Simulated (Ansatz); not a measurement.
Correlation energies of `Cn1ccn(C)[c+]1[Cu-][F]` by basis set

```xyz
17

C    -0.7017   -2.3064    0.3940
N     0.0530   -1.0848    0.2400
C     1.4106   -0.9804    0.4215
C     1.7305    0.3112    0.1922
N     0.5579    0.9543   -0.1211
C     0.4551    2.3588   -0.4414
C    -0.4940    0.1050   -0.0970
Cu   -2.2846    0.4867   -0.4473
F    -3.9876    0.8502   -0.7809
H    -0.6289   -2.6731    1.4192
H    -0.3321   -3.0703   -0.2919
H    -1.7438   -2.0907    0.1636
H     2.0276   -1.8196    0.6944
H     2.6807    0.8166    0.2256
H     1.0390    2.5900   -1.3339
H     0.8110    2.9660    0.3926
H    -0.5928    2.5864   -0.6296
```

The species carries charge 0 and has multiplicity 1. For Cu the d shell is correlated and the shells below it are frozen. Scalar relativity is left out up to krypton. The structure was optimised at the PBE0-D4/def2-TZVP level. It is one conformer, not always the lowest. Frozen core, restricted reference, Ansatz.

```tsv
basis	HF (Eh)	MP2 corr.	CCSD corr.	(T)	CCSD(T) total
def2-SVP	-2040.73895	-1.53031	-1.53703	-0.06051	-2042.33649
def2-TZVPP	-2041.43472	-2.03163	-1.97754	-0.09389	-2043.50615
def2-QZVPP	-2041.49297	-2.16908	–	–	–
```
